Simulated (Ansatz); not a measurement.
`[OH][Al]([F])[SeH]` + H₂Te → `[OH][Al]([F])[TeH]` + H₂Se  (ligand exchange at the Al–Se bond)

Isolated molecules relaxed with PBE0-D4/def2-TZVP in Ansatz; ΔE leaves out vibrations. CCSD(T)/CBS adds triple-zeta CCSD(T) − MP2 to the extrapolated MP2 energy (def2 sets, frozen cores). DFT in def2-TZVPP. B3LYP here is the variant with VWN-RPA as its local correlation; programs differ in this. def2 core potentials past Kr. For Se, Te outer-core shells are correlated without core-valence functions, which leaves a few kJ/mol of doubt a bond. Scalar relativity is left out up to krypton. Each species was taken in one conformer, which may not be the lowest.

```
        level  ΔE (kcal/mol)
     B3LYP-D4            0.9
      r2SCANh            0.8
        BHLYP            1.2
MP2/CBS(def2)           -0.3
```

What does CCSD(T)/CBS give? (Estimate.)

Ansatz gave: +0.4 kcal/mol. The listed levels differ from it by 0.5, 0.4, 0.8, -0.7 kcal/mol.

Largest T1 diagnostic among the species: 0.012.

Leaving LDA and LC-ωPBE aside and taking each functional with its dispersion term where it has one, the values, not all of them listed here, spread over 1.5 kcal/mol, from PBE-D4 to B97M-V.
